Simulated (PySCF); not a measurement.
## Excitation energy of In by level of theory

In [Kr] 4d10 5s2 5p1 (2P) → In [Kr] 4d10 5s1 5p2 (4P), as a difference of total energies. Computed with PySCF 2.14 in x2c-QZVPPall with one added diffuse shell each of s, p, d, f type (14s10p8d5f1g, 128 functions), with the spin-free X2C one-electron Hamiltonian (Gaussian nucleus). Correlated levels: valence: [Kr] 4d10 frozen; valence and next inner shell: [Ar] 3d10 frozen. The calculations carry no spin-orbit coupling.

```json
{"method": "UHF", "excitation energy (cm⁻¹)": "23298"}
{"method": "LDA", "excitation energy (cm⁻¹)": "39395"}
{"method": "PBE", "excitation energy (cm⁻¹)": "37557"}
{"method": "PBE0", "excitation energy (cm⁻¹)": "34857"}
{"method": "r2SCAN", "excitation energy (cm⁻¹)": "33982"}
{"method": "MP2 (valence)", "excitation energy (cm⁻¹)": "28617"}
{"method": "SCS-MP2 (valence)", "excitation energy (cm⁻¹)": "30653"}
{"method": "MP2 (valence and next inner shell)", "excitation energy (cm⁻¹)": "35646"}
{"method": "SCS-MP2 (valence and next inner shell)", "excitation energy (cm⁻¹)": "36643"}
```

Errors of the correlated levels include the incompleteness of this basis and the frozen core.

For comparison: 35088 cm⁻¹ (measured; NIST levels, between the centres of gravity of the two terms).
